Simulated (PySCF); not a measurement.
**Vibration and rotation of AsO**

UHF-CCSD(T) constants of AsO, ²Π (doublet), unpaired electrons π ↑ (basis As def2-TZVPPD, O def2-TZVPPD; no relativity; PySCF 2.14; masses 74.9216 and 15.9949 u):

| Quantity | Value |
| --- | --- |
| ωe | 962.6 cm⁻¹ |
| ωexe | 4.65 cm⁻¹ |
| Be | 0.47859 cm⁻¹ |
| αe | 0.00315 cm⁻¹ |
| D (centrifugal) | 4.73e-07 cm⁻¹ |
| De to As + O | 4.69 eV |

**Question.** Give the vibrational terms G(v) and spacings up to v = 6.

**Answer.** G(v) = ωe(v+½) − ωexe(v+½)².

```json
{"v": "0", "G(v) (cm⁻¹)": "480", "G(v) − G(v−1)": "", "Bv (cm⁻¹)": "0.4770"}
{"v": "1", "G(v) (cm⁻¹)": "1433", "G(v) − G(v−1)": "953", "Bv (cm⁻¹)": "0.4739"}
{"v": "2", "G(v) (cm⁻¹)": "2377", "G(v) − G(v−1)": "944", "Bv (cm⁻¹)": "0.4707"}
{"v": "3", "G(v) (cm⁻¹)": "3312", "G(v) − G(v−1)": "935", "Bv (cm⁻¹)": "0.4676"}
{"v": "4", "G(v) (cm⁻¹)": "4238", "G(v) − G(v−1)": "925", "Bv (cm⁻¹)": "0.4644"}
{"v": "5", "G(v) (cm⁻¹)": "5154", "G(v) − G(v−1)": "916", "Bv (cm⁻¹)": "0.4613"}
{"v": "6", "G(v) (cm⁻¹)": "6060", "G(v) − G(v−1)": "907", "Bv (cm⁻¹)": "0.4581"}
```

**Question.** How well does the Morse estimate ωe²/(4ωexe) reproduce De, and what is D0?

**Answer.** It gives 6.18 eV, 132 % of the computed De. D0 = De − G(0) = 4.69 − 0.06 = 4.63 eV.

Correlated steps freeze 10 core orbitals. Spin–orbit coupling is left out. The state is the lowest determinant that a PBE0 search found; another state may lie lower at other levels.
